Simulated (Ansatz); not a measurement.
CH3AlFNS, SMILES `N=[CH][Al]([F])[SH]` from Hartree–Fock to CCSD(T)

Z-matrix (Å, degrees):
```
C
Al 1 1.967
N 1 1.274 2 112.3
H 1 1.100 2 126.2 3 -180.0
S 2 2.156 1 117.8 3 0.1
F 2 1.647 1 121.1 3 -179.9
H 3 1.024 1 112.8 2 -180.0
H 5 1.352 2 87.1 1 -0.0
```

The species carries charge 0 and has multiplicity 1. All single points use the PBE0-D4/def2-TZVP geometry. It is one conformer, not always the lowest. Frozen core, restricted reference, Ansatz 0.2.0. CBS rows extrapolate triple and quadruple zeta; past MP2 they add the triple-zeta difference.

```json
{"basis": "def2-SVP", "HF (Eh)": "-832.69854", "MP2 corr.": "?", "CCSD corr.": "-0.70328", "(T)": "-0.01988", "CCSD(T) total": "?"}
{"basis": "def2-TZVPP", "HF (Eh)": "?", "MP2 corr.": "?", "CCSD corr.": "?", "(T)": "-0.03689", "CCSD(T) total": "?"}
{"basis": "def2-QZVPP", "HF (Eh)": "-833.18876", "MP2 corr.": "-0.92757", "CCSD corr.": "–", "(T)": "–", "CCSD(T) total": "–"}
{"basis": "CBS(def2)", "HF (Eh)": "-833.19252", "MP2 corr.": "-0.98013", "CCSD corr.": "-1.01253", "(T)": "as TZ", "CCSD(T) total": "-834.24194"}
```

(1) Fill in the withheld values. (An estimate is asked.)

Results:

(1) Computed: def2-SVP MP2 corr.: -0.66501; def2-SVP CCSD(T) total: -833.42170; def2-TZVPP HF (Eh): -833.16144; def2-TZVPP MP2 corr.: -0.85662; def2-TZVPP CCSD corr.: -0.88902; def2-TZVPP CCSD(T) total: -834.08735.
